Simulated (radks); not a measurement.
Q: Fe2+, configuration [Ar] 3d6 (the NIST ground configuration). Method: non-relativistic Kohn-Sham, PBE, spin-polarised, spherical densities, point nucleus; open shells are filled with parallel spins first; hard spherical wall at 5 bohr; computed with a radial shooting solver on a logarithmic mesh with Libxc functionals. Some entries of the table are withheld. Estimate them.

orbital  occ.  eigenvalue (hartree)  <r> (bohr)
1s down     1             -255.4452     0.05914
1s up       1             -255.4447     0.05915
2s up       1             -30.30162      0.2702
2s down     1             -30.22992      0.2698
2p up       3             -26.23331      0.2369
2p down     3             -26.17994      0.2365
3s up       1              -4.10776      0.8194
3s down     1              -3.94721      0.8222
3p up       3              -2.92020      0.8599
3p down     3              -2.76221      0.8653
3d up       5                   (1)       1.057
3d down     1                   (2)       1.104
4s up       0              -0.73404       2.354
4s down     0              -0.67789       2.398
4p up       0              -0.49301       2.579
4p down     0              -0.44456       2.618
4d up       0              -0.10181       2.864
4d down     0              -0.05480       2.868

A: 
(1) 3d up eigenvalue (hartree): -1.00193
(2) 3d down eigenvalue (hartree): -0.85658
